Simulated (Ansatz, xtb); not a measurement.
# C5H7GeNO: which of two isomers lies lower

We compare a, `C=Cc1n[c]([GeH3])co1`, a singlet, with b, `C=Cc1nc[c]([GeH3])o1`, a singlet. Both are isolated molecules in the gas phase, relaxed with B3LYP/def2-SVP, each in the lowest conformer that the search found.

Estimate E(b) − E(a) at the level CCSD(T)/def2-SVP + ΔMP2/def2-TZVPP.

CCSD(T)/def2-SVP + ΔMP2/def2-TZVPP gives E(b) − E(a) = −0.60 kcal/mol, slightly favouring structure b, which is too small a margin to settle the true order.

How the difference moves with the method:

```csv
level,geometry,E(b) − E(a) (kcal/mol),departure from the last row (kcal/mol),"job, with rough time for the two"
GFN2-xTB,GFN2-xTB,−1.50,−0.90,"optimisation, 0.3 s"
HF/STO-3G,GFN2-xTB,−1.36,−0.76,"single point, 1.4 s"
r2SCAN-D4/def2-SVP,GFN2-xTB,−1.20,−0.60,"single point, 12 s"
B3LYP/def2-SVP,B3LYP/def2-SVP,−0.79,−0.19,"optimisation, 3.5 min"
HF/def2-SVP,B3LYP/def2-SVP,−0.62,−0.02,part of the CCSD(T) run
MP2/def2-SVP,B3LYP/def2-SVP,−0.35,+0.25,part of the CCSD(T) run
CCSD(T)/def2-SVP,B3LYP/def2-SVP,−0.45,+0.14,single point
CCSD(T)/def2-SVP + ΔMP2/def2-TZVPP,B3LYP/def2-SVP,−0.60,,"single point, 8.4 min"
```

As drawn, both hold the same kinds of bond in the same numbers.

The largest departure from CCSD(T)/def2-SVP + ΔMP2/def2-TZVPP is that of GFN2-xTB, 0.90 kcal/mol. The last row adds to CCSD(T) the change of the MP2 difference between the two basis sets, here −0.14 kcal/mol.

With thermal terms from frequencies at re-optimised GFN2-xTB minima (ideal gas, soft modes damped towards free rotors, one conformer each, 298.15 K, 1 atm): the zero-point term adds +0.10 kcal/mol; ΔH is −0.53 and ΔG −0.54 kcal/mol.

The correlated steps freeze 16 core orbitals; the filled d shell of Ge is correlated, in a basis made for valence electrons. Run with Ansatz 0.2.0, xtb 6.7.1; the last row on 2 threads of Arm Neoverse V1 on a shared host.
